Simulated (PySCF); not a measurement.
Cl4Zr (SMILES [Cl][Zr]([Cl])([Cl])[Cl]), singlet, geometry from GFN2-xTB (such geometries of metal compounds can be far from the true shape) (core potentials on Zr). Base run: PySCF with DF-BLYP/def2-SVP.

PySCF was given this input:
```python
from pyscf import gto, scf, dft

mol = gto.M(
    atom='''
Zr   -0.000000    0.000000    0.000000
Cl    1.799195   -0.565192   -1.229787
Cl    0.646516    0.465871    2.105684
Cl   -0.985449    1.812776   -0.900920
Cl   -1.460263   -1.713455    0.025024
''',
    basis='def2-svp',
    ecp={'Zr': 'def2-svp'},
    charge=0,
    spin=0,
    verbose=4,
)

mf = dft.RKS(mol)
mf.xc = 'blyp'
mf = mf.density_fit(auxbasis='def2-universal-jkfit')
mf.kernel()
mf.analyze()
```

The base run was repeated with changes; each row names its change, and settings that it needs were set with it.

```csv
change,ΔE vs base (mEh),grid points,electrons on the grid
base,0.000,97912,80.00000
grids.level = 5,0.000,220600,80.00000
grids.level = 7,0.003,434984,80.00000
"grids.atom_grid = (150, 974)",0.004,369264,80.00000
small_rho_cutoff = 0,0.000,97912,80.00000
grids.becke_scheme = stratmann,0.000,97912,80.00000
grids.level = 4,0.005,147624,80.00000
grids.level = 0,233.0,9344,79.97102
grids.radi_method = delley,0.001,98408,80.00000
grids.prune = off,0.001,180112,80.00000
"grids.atom_grid = (99, 590)",0.005,148904,80.00000
```
